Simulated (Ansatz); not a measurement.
Molecule: methylselanylmethylselanylethane, C₄H₁₀Se₂ (charge 0, singlet). 
Structure (B3LYP-D3(BJ)/def2-TZVP (Ansatz, an electronic-structure program) minimum search):
SMILES: C(C)[Se]C[Se]C
```xyz
16

C     -3.2898     1.0935    -0.2967
C     -1.8264     0.9364    -0.6722
Se    -1.2376    -0.9256    -0.3751
C      0.6692    -0.6260    -0.6737
Se     1.5036     0.3232     0.8368
C      3.1798     0.8060    -0.0702
H     -3.4531     0.8681     0.7581
H     -3.6151     2.1206    -0.4765
H     -3.9288     0.4345    -0.8872
H     -1.6574     1.1689    -1.7230
H     -1.1831     1.5676    -0.0619
H      0.8073    -0.0435    -1.5820
H      1.1239    -1.6057    -0.7932
H      3.7685     1.3782     0.6441
H      3.7271    -0.0890    -0.3569
H      2.9701     1.4214    -0.9426
```
Charge 0, spin multiplicity 1.

Dipole moments at this geometry, in debye (magnitudes).

| level | program | dipole (D) |
|---|---|---|
| BLYP/def2-TZVPD | Ansatz | 2.06 |
| revPBE/def2-TZVPD | Ansatz | 2.12 |
| r2SCAN/def2-TZVPD | Ansatz | 2.25 |
| B3LYP/def2-TZVPD | Ansatz | 2.15 |
| BHLYP/def2-TZVPD | Ansatz | 2.26 |
| r2SCANh/def2-TZVPD | Ansatz | 2.27 |
| r2SCAN0/def2-TZVPD | Ansatz | 2.30 |
| HSE06/def2-TZVPD | Ansatz | 2.23 |
| CAM-B3LYP/def2-TZVPD | Ansatz | 2.21 |
| LC-wPBE/def2-TZVPD | Ansatz | 2.28 |
| wB97M-V/def2-TZVPD | Ansatz | 2.18 |
| wB97X-V/def2-TZVPD | Ansatz | 2.28 |
| CCSD(T)/aug-cc-pVDZ | Ansatz | … |

**Question.** Fill in the missing entries.

**Answer.** 
- CCSD(T)/aug-cc-pVDZ, dipole (D): 2.21
